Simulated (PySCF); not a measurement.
Magnetic shielding above rings: a mixed set.

NICS is the negative of the GIAO shielding at a point without a nucleus: at the ring centre (0) and 1 Å above and below it (1); zz is the component along the ring normal. Level: GIAO PBE0/pcSseg-1 (PySCF, non-relativistic, gas phase) on the GFN2-xTB geometries, one conformer each. Atom numbers follow the mapped SMILES.

Problem. Order these rings by mean NICS(1)zz, lowest (most negative) first (ppm).
A. ring C3–C4–P8 in `[CH3:1][CH2:2][C@@H:3]1[C@H:4]([CH:5]([CH3:6])[CH3:7])[P@@H:8]1=[S:9]`
B. ring C1–C2–C3–P4–C5–C6 in `[cH:1]1[cH:2][cH:3][p:4][cH:5][cH:6]1`
C. ring C3–N4–C5–N6–N10 in `[CH:1]#[C:2][c:3]1[n:4][cH:5][n:6]([SiH:7]([CH3:8])[CH3:9])[n:10]1`
D. ring C3–O4–Si5–O6–C7–O10 in `[CH2:1]=[CH:2][C@@H:3]1[O:4][SiH2:5][O:6][C@@H:7]([CH:8]=[O:9])[O:10]1`
E. ring Si3–C5–C6–C7–C8 in `[CH3:1][S:2][Si:3]1([CH3:4])[CH2:5][CH:6]=[CH:7][CH2:8]1`
F. ring Si3–C6–S7–C8 in `[CH2:1]=[CH:2][Si:3]1([CH2:4][CH3:5])[CH2:6][S:7][CH2:8]1`
G. ring Si3–C6–C7–C8 in `[CH2:1]=[CH:2][Si:3]1([S:4][CH3:5])[CH2:6][CH2:7][CH2:8]1`

Solution. C (-30.9), B (-27.4), A (-12.9), E (-3.2), D (2.4), G (4.5), F (7.5).

```tsv
SMILES	ring	NICS(0)	NICS(1)	NICS(1)zz	HOMA	rms pucker (Å)	ring atoms with four or more neighbours
C#Cc1ncn([SiH](C)C)n1	5-membered ring with 3 N; formal bonds all aromatic	-12.6	-12.1	-30.9	0.92	0.00	0
c1ccpcc1	6-membered ring with P; formal bonds all aromatic	-7.3	-10.6	-27.4	0.94	0.00	0
CC[C@@H]1[C@H](C(C)C)[P@@H]1=S	3-membered ring with P; formal bonds all single	-27.4	-7.5	-12.9	–	0.00	3
CS[Si]1(C)CC=CC1	5-membered ring with Si; formal bonds 1 double, 4 single	-2.3	-3.1	-3.2	–	0.04	3
C=C[C@@H]1O[SiH2]O[C@@H](C=O)O1	6-membered ring with 3 O and Si; formal bonds all single	-2.8	-1.6	2.4	–	0.23	3
C=C[Si]1(SC)CCC1	4-membered ring with Si; formal bonds all single	0.5	-0.7	4.5	–	0.08	4
C=C[Si]1(CC)CSC1	4-membered ring with S and Si; formal bonds all single	-1.3	0.5	7.5	–	0.02	3
```

NICS(0) gives another order. The isotropic NICS(1) gives the same order. HOMA uses Krygowski's 1993 parameters; it is left out where a ring has a four-coordinate atom, a triple bond, no multiple bond or a kind of bond without parameters. NICS(1) and NICS(1)zz are means over the two faces.
